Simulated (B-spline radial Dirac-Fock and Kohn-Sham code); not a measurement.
**Photoionisation of technetium ions at Ga Kα (9251.7 eV)**

The computed values come from a radial B-spline solver: the independent-particle Dirac-Slater model, thresholds from Dirac-Fock. Cross sections in kb; a dash marks an empty subshell or a threshold above the photon energy.

```
 ion      configuration  total  2p3/2  3p1/2   3d3/2  4p3/2      5s
  Tc       [Kr] 4d5 5s2  18.24   6.12  0.538  0.0982  0.142  0.0178
Tc³⁺           [Kr] 4d4  18.24   6.12  0.538  0.0983  0.146       –
Tc⁶⁺           [Kr] 4d1  18.28   6.12  0.540  0.0988  0.163       –
Tc⁷⁺  [Ar] 3d10 4s2 4p6  18.29   6.12  0.540  0.0991  0.170       –
```
